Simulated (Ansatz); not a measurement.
```yaml
crystal:
  periodic: [false, false, false]
  atoms:
    - {symbol: B, position_ang: [2.426685, -0.153816, 1.561337]}
    - {symbol: N, position_ang: [1.076578, -0.471729, 1.422949]}
    - {symbol: C, position_ang: [0.165689, -0.171009, 0.397536]}
    - {symbol: C, position_ang: [0.534986, 0.554559, -0.732082]}
    - {symbol: C, position_ang: [-0.399111, 0.826118, -1.716180]}
    - {symbol: C, position_ang: [-1.709674, 0.384494, -1.597457]}
    - {symbol: C, position_ang: [-2.078524, -0.337741, -0.473966]}
    - {symbol: C, position_ang: [-1.149202, -0.613246, 0.515171]}
    - {symbol: H, position_ang: [2.981449, -0.534454, 2.549140]}
    - {symbol: H, position_ang: [2.998630, 0.472993, 0.722302]}
    - {symbol: H, position_ang: [0.648111, -1.005619, 2.164440]}
    - {symbol: H, position_ang: [1.553382, 0.904345, -0.837071]}
    - {symbol: H, position_ang: [-0.096087, 1.392188, -2.589742]}
    - {symbol: H, position_ang: [-2.434187, 0.601643, -2.372927]}
    - {symbol: H, position_ang: [-3.097053, -0.691536, -0.362476]}
    - {symbol: H, position_ang: [-1.444575, -1.179687, 1.393323]}
basis:
  gaussian: {orbitals: def2-mTZVP}
hamiltonian: {xc: {name: HF}}
correlation: {active_space: {window: {electrons: 6, orbitals: 2}}}
output: {forces: true}
```

```sh
$ ansatz run in.yaml --threads 4 --pin off --events-out ev --progress --plain --max-ram 11315MiB
```

Task: How does Ansatz answer? (An estimate is asked.)

Result: Computed: The run stopped with an error.
```
Functional definition: HF
1673 factors; integrals over basis functions are off by at most 9.5e-4 eV
mean field evaluation 1: about -8460.2318 eV, gradient 4.3e1 eV
mean field evaluation 2: about -8460.5859 eV, gradient 4.3e1 eV
mean field evaluation 4: about -8465.7498 eV, gradient 4.7e0 eV
mean field evaluation 8: about -8465.8160 eV, gradient 2.4e-1 eV
mean field -8465.81620479 eV, -311.1130071899 hartree, gradient 1.9e-6 eV, S^2 0.000000; 0 other end points of the search recorded, 0 dependent functions left out
reference -8465.81620479 eV, -311.1130071899 hartree; 28, 28 occupied and 148, 148 virtual orbitals, 1673 factors
Error: 6 electrons in 2 orbitals form no window around the highest filled level of the reference
```
